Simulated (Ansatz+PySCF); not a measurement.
Results of a calculation; reference values are marked as such.
Input for Ansatz (development build ahead of 0.2.0):

```yaml
crystal:
  periodic: [false, false, false]
  atoms:
    - { symbol: Ti, position_ang: [0.0, 0.0, -0.38969] }
    - { symbol: O, position_ang: [0.0, 0.0, 1.07165] }
basis:
  gaussian: { orbitals: def2-SVP }
magnetization:
  initial_magnetization: 2
hamiltonian:
  xc: hf
correlation:
  method: ccsd_t
  frozen_orbitals: { O: 1, Ti: 5 }
scf:
  omitted_lower_state_checks: [starts, atomic_configurations, cluster_reference, orbital_swaps, given_window_search, neighbouring_geometries, increment]
```

The input is written out in the form of the current development build from the run's settings. Correlation on restricted open-shell orbitals is semicanonical, with singles.

Output:

```yaml
Converged: yes
Reference_energy: -923.06866 hartree
CCSD_correlation_energy: -0.43236 hartree
Triples_correction: -0.02158 hartree
Total_energy: -923.52260 hartree
Spin_squared_of_the_determinant: 2.000
Stability_test: minimum among restricted orbitals
Largest_doubles_amplitude: 0.06
```
